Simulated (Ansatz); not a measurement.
Basis sets compared for the cluster PbS₂⁺ (the lowest doublet isomer of a short search). The state is a doublet with charge 1. Geometry r2SCAN-D4/def2-TZVP. Ansatz on 4 threads of Intel Xeon Platinum 8259CL on a shared host; times are rough, and most runs start from earlier orbitals.

```csv
atom,x (Å),y (Å),z (Å)
Pb1,0.447,0.366,-1.494
S2,0.518,0.388,1.109
S3,-0.965,-0.754,0.386
```

In the def2 sets Pb takes a core potential; there is no spin–orbit coupling. The structure comes from a short search, and lower isomers may exist.

```csv
level,functions,energy (Eh),HOMO (eV),LUMO (eV),wall time
PBE-D4/def2-SVP,62,-988.4840,-11.12,-10.04,0.75 s
PBE0-D4/def2-SVP,62,-988.5066,-12.40,-9.09,1.1 s
```

Task: Estimate the rows for PBE-D4/def2-TZVP, PBE0-D4/def2-TZVP.

Result: 
| level | functions | energy (Eh) | HOMO (eV) | LUMO (eV) | wall time |
| --- | --- | --- | --- | --- | --- |
| PBE-D4/def2-TZVP | 124 | -988.7769 | -11.05 | -9.94 | 1.3 s |
| PBE0-D4/def2-TZVP | 124 | -988.7974 | -12.30 | -8.95 | 3.9 s |
